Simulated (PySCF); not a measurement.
CH6OSi, SMILES O[SiH2]C, B3LYP/def2-SVP optimised geometry.

```
9

Si    -0.79    -0.29     0.00
C     -1.52    -1.16     1.50
O      0.88    -0.29     0.00
H     -1.18     1.14     0.00
H     -1.32    -0.95    -1.24
H     -1.25    -2.23     1.53
H     -2.62    -1.09     1.49
H     -1.16    -0.70     2.44
H      1.32    -1.14    -0.13
```

Density from B3LYP/def2-TZVP run with PySCF at that geometry.

Minimum of the electron density along straight lines between bonded atoms, close to the bond critical point (lines longer than 1.1 times the sum of covalent radii, or with two minima, are not listed):

| bond | length / Å | ρ at the minimum / e bohr⁻³ | ∇²ρ there / e bohr⁻⁵ | position (fraction from the first atom) |
|---|---|---|---|---|
| Si1–C2 | 1.881 | 0.122 | 0.16 | 0.39 |
| Si1–O3 | 1.675 | 0.130 | 0.72 | 0.41 |
| Si1–H4 | 1.487 | 0.124 | 0.13 | 0.49 |
| Si1–H5 | 1.498 | 0.121 | 0.13 | 0.49 |
| C2–H6 | 1.103 | 0.266 | -0.87 | 0.64 |
| C2–H7 | 1.103 | 0.265 | -0.86 | 0.64 |
| C2–H8 | 1.102 | 0.267 | -0.87 | 0.64 |
| O3–H9 | 0.964 | 0.353 | -2.35 | 0.80 |
